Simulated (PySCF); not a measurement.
Gas-phase reaction: 2 GeH₃ + GeH₂F₂ = GeF₂ + 2 GeH₄

Method: PySCF energies (xtb for GFN2) plus ideal-gas RRHO corrections (1 bar). † marks an energy on the PBE0/def2-TZVP geometry and frequencies; other levels use their own. CCSD(T) freezes the core. Open shells (unrestricted): GeH₃ (multiplicity 2); the rest are closed-shell singlets. GFN2 has no spin-polarisation term. B3LYP is the form with VWN-RPA correlation. Ge: all electrons, no relativistic terms. GeH₃, GeH₂F₂: computed as isolated molecules; such fragments, hydroxides, amides, oligomers or adducts are transient or little studied in the gas. CCSD(T) isn't extrapolated to the basis-set limit.

```tsv
level	ΔH°(298 K), kJ
B3LYP/def2-TZVP†	[?]
CCSD(T)/def2-TZVPP†	-228
GFN2-xTB	-400
PBE0/def2-TZVP	-227
r2SCAN/def2-TZVP†	[?]
ωB97X-V/def2-TZVP†	[?]
```

Problem. What belongs in the gaps?

Solution. 
- B3LYP/def2-TZVP†, ΔH°(298 K), kJ: -249
- r2SCAN/def2-TZVP†, ΔH°(298 K), kJ: -218
- ωB97X-V/def2-TZVP†, ΔH°(298 K), kJ: -246
